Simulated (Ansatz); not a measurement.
Consider the ligand exchange at a Ga–O bond: `C[O][GaH][SeH]` + H–F → `[F][GaH][SeH]` + CH₃OH.

Calculated with Ansatz (gas phase, PBE0-D4/def2-TZVP geometries, no zero-point term in ΔE). CCSD(T)/CBS is the MP2 limit (def2-TZVPP, def2-QZVPP) plus CCSD(T) − MP2 in def2-TZVPP, frozen cores. This one scheme is used for every species. DFT in def2-TZVPP. B3LYP here is the variant with VWN-RPA as its local correlation; programs differ in this. HSE06 is defined as in plane-wave codes. For Ga, Se outer-core shells are correlated without core-valence functions, which leaves a few kJ/mol of doubt a bond. Scalar relativity is left out up to krypton. Each species was taken in one conformer, which may not be the lowest.

| level | ΔE (kcal/mol) | difference from CCSD(T)/CBS |
| --- | --- | --- |
| LDA (SPW92) | -6.6 | -0.2 |
| PBE-D4 | -8.0 | -1.6 |
| revPBE-D4 | -7.6 | -1.2 |
| BLYP-D4 | -8.3 | -1.9 |
| r2SCAN-D4 | -8.6 | -2.2 |
| B97M-V | -9.5 | -3.1 |
| PBE0-D4 | -8.0 | -1.6 |
| B3LYP-D4 | -8.4 | -2.0 |
| r2SCANh-D4 | -8.6 | -2.2 |
| r2SCAN0-D4 | -8.5 | -2.1 |
| HSE06-D4 | -8.0 | -1.6 |
| BHLYP-D4 | -8.8 | -2.4 |
| ωB97X-V | -9.0 | -2.6 |
| ωB97M-V | -8.8 | -2.4 |
| B2PLYP | -8.7 | -2.3 |
| PBE-QIDH | -7.7 | -1.3 |
| PBE | -9.1 | -2.7 |
| revPBE | -10.0 | -3.6 |
| r2SCAN | -9.0 | -2.6 |
| PBE0 | -9.0 | -2.6 |
| B3LYP | -10.2 | -3.8 |
| r2SCANh | -8.9 | -2.5 |
| r2SCAN0 | -8.9 | -2.5 |
| HSE06 | -9.0 | -2.6 |
| BHLYP | -10.4 | -4.0 |
| CAM-B3LYP | -10.0 | -3.6 |
| RPA@PBE/def2-TZVPP | -6.9 | -0.5 |
| HF/def2-SVP | -12.1 | -5.7 |
| MP2/def2-SVP | -8.3 | -1.9 |
| CCSD/def2-SVP | -9.3 | -2.9 |
| CCSD(T)/def2-SVP | -8.8 | -2.4 |
| HF/def2-TZVPP | -11.5 | -5.1 |
| CCSD/def2-TZVPP | -7.4 | -1.0 |
| CCSD(T)/def2-TZVPP | -6.7 | -0.3 |
| HF/def2-QZVPP | -11.8 | -5.4 |
| MP2/def2-QZVPP | -5.9 | 0.5 |
| SCS-MP2/def2-QZVPP | -7.2 | -0.8 |
| HF/CBS(def2) | -11.9 | -5.5 |
| MP2/CBS(def2) | -5.6 | 0.8 |
| CCSD/CBS(def2) | -7.0 | -0.6 |
| CCSD(T)/CBS | -6.4 | 0 |

**Question.** What do rigid-rotor, harmonic-oscillator terms from PBE0-D4/def2-TZVP frequencies (298.15 K, 1 bar) make of the CCSD(T)/CBS value? (Best estimate.)

**Answer.** The calculation gave: ΔZPE = +1.5 kcal/mol, ΔH = -5.6 kcal/mol, ΔS = 16 J/(mol·K), ΔG = -6.8 kcal/mol.

Largest T1 diagnostic among the species: 0.013.

Leaving LDA and LC-ωPBE aside and taking each functional with its dispersion term where it has one, the values spread over 1.9 kcal/mol, from B97M-V to revPBE-D4. LDA lies +2.5 kcal/mol from PBE without D4. In def2-TZVPP, CCSD(T) changes the Hartree–Fock value by +4.8 kcal/mol (the triples alone add +0.7 kcal/mol) and MP2 by +5.6 kcal/mol.
